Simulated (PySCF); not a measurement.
## C6H4F2: full NMR table

* Formula: C6H4F2
* SMILES: Fc1ccc(F)cc1
* Point group of the computed structure: D2h
* Degrees of unsaturation: 4
* Carbon signals: 2
* Proton signals: 1

Mapped SMILES: `[F:1][c:2]1[cH:3][cH:4][c:5]([F:6])[cH:7][cH:8]1` (H(Xn): hydrogen on atom n).

PySCF calculation with shieldings: GIAO PBE0/pcSseg-1 and coordinates at the GFN2-xTB level; averaged over atoms made equivalent by symmetry, fast rotation or ring inversion, no relativistic terms, a single conformation, isolated molecule.

δ = σ(ref) − σ, references computed at the same level: ¹H, ¹³C vs TMS; ¹⁹F vs CFCl3.

| carbon | δC, type | δH (multiplicity) | HMBC from (2–3 bonds) | span of the C tensor (ppm) |
| --- | --- | --- | --- | --- |
| C2/C5 | 168.3, C | – | H(C3)/H(C4)/H(C7)/H(C8) | 152 |
| C3/C4/C7/C8 | 122.6, CH | 7.34 (m) | H(C3)/H(C4)/H(C7)/H(C8) | 188 |

Other nuclei:
| atoms | nucleus | environment | δ (ppm) | σ (ppm) |
| --- | --- | --- | --- | --- |
| F1/F6 | ¹⁹F | aryl fluorine | -122.5 | 293.5 |

Carbon types of the structure: 2 × C, 4 × CH, which accounts for all hydrogens. δC 168.3: aromatic carbon bearing fluorine; an ipso carbon deshielded by its heteroatom. δC 122.6: aromatic CH. δH 7.34: hydrogen on an aromatic CH; aromatic region.

Splittings by ¹⁹F in the carbon and heteronuclear signals aren't shown, as no couplings were computed. Shifts are as computed. Against solution values, carbons near 30 ppm lie about +3 ppm off and those near 130 ppm about +5 ppm. Of 246 compounds with measured shifts, 49 miss one by over three times the rms of a fit or turn the order of signals round; such compounds aren't used in these exercises. Unscaled 19F shifts against computed CFCl3 carry errors that often reach 10 to 50 ppm.
